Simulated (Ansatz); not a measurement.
The B1–H2 bond of BH2I (SMILES BI) is stretched (multiplicity 1, the rest rigid).
Geometry at rest (charge 0, multiplicity 1):
```xyz
4

B     -1.0069    -1.5282     0.2633
H     -0.6251    -2.3051     1.0692
H     -1.9865    -1.6589    -0.3861
I      0.1443     0.2190    -0.0377
```

Correlated levels freeze the cores. Filled d and f shells under p-block atoms count as core.

Codes used: Ansatz (Gaussian orbitals).  In def2 rows elements past Kr take small-core potentials, without spin–orbit coupling.

FIC-MRCISD+Q on CASSCF(2,2)/def2-TZVPP, total energies (hartree):

```json
[
 {"R (Å)": "1.183", "CASSCF": "-322.536564", "MRCISD": "-322.774028", "weight c² of the reference": "0.89957"},
 {"R (Å)": "2.070", "CASSCF": "-322.441835", "MRCISD": "-322.670075", "weight c² of the reference": "0.89772"},
 {"R (Å)": "3.784", "CASSCF": "-322.382400", "MRCISD": "-322.604257", "weight c² of the reference": "0.89821"}
]
```

Question: Add the Davidson correction (E_MRCISD − E_CASSCF)(1 − c²)/c² and give the energies above the first point at the three levels.

Answer: 
Corrections (hartree): -0.026511, -0.026003, -0.025143. Above the first point (kcal/mol):
- R = 2.070 Å: CASSCF 59.4, MRCISD 65.2, with the correction 65.6
- R = 3.784 Å: CASSCF 96.7, MRCISD 106.5, with the correction 107.4

Ansatz is a program for electronic structure.
